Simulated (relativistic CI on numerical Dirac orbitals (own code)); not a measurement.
## Cu+: L-alpha,beta X-ray emission

Computed with this model: Dirac-Coulomb-Breit CI, KLI orbitals optimised for each configuration, model QED, valence Slater integrals scaled by 0.8, multiplet model of X-ray emission after core ionisation; configurations [Ar] 3d10 → [He] 2s2 2p5 3s2 3p6 3d10 → [Ar] 3d9; 300 K; Lorentzian 0.6 eV and Gaussian 0.5 eV FWHM. Energies are those of the free ion, without screening or charge transfer. S is read from ⟨S²⟩ = S(S + 1).

free ion: ground-state S = 0.00, centroid 937.91 eV. Peaks (eV, height): 931.2 (100), 951.1 (52).

Strongest unbroadened transitions for free ion:

| Energy (eV) | Relative strength |
| --- | --- |
| 930.97 | 11.2 |
| 931.21 | 100.0 |
| 951.09 | 56.7 |
